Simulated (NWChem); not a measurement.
Molecule: C4H3S, doublet; SMILES [c]1ccsc1

Program: NWChem. Spin-unrestricted. In the optimisation the excess spin sits in a' (Cs, its own frame). All runs use the structure optimised with B3LYP/6-31G* (spherical d), spin-unrestricted. No stability test was run on the SCF state. Total energies compare along this basis series because the functional is fixed.

```json
[
 {"level": "B3LYP/def2-SVP", "basis functions": "89", "energy (Ha)": "-552.0931", "highest occupied level (eV)": "-6.74", "lowest empty minus highest occupied level, either spin (eV)": "3.87", "dipole (D)": "0.60", "<S²>": "0.758", "relative time": "1"},
 {"level": "B3LYP/def2-SVPD", "basis functions": "131", "energy (Ha)": "-552.1058", "highest occupied level (eV)": "-6.89", "lowest empty minus highest occupied level, either spin (eV)": "3.74", "dipole (D)": "0.54", "<S²>": "0.758", "relative time": "3"},
 {"level": "B3LYP/def2-TZVP", "basis functions": "179", "energy (Ha)": "-552.4045", "highest occupied level (eV)": "-6.81", "lowest empty minus highest occupied level, either spin (eV)": "3.73", "dipole (D)": "0.59", "<S²>": "0.758", "relative time": "3"},
 {"level": "B3LYP/def2-TZVPP", "basis functions": "208", "energy (Ha)": "-552.4059", "highest occupied level (eV)": "-6.82", "lowest empty minus highest occupied level, either spin (eV)": "3.73", "dipole (D)": "0.59", "<S²>": "0.758", "relative time": "4"}
]
```

Relative times are rough (shared machine, one core).
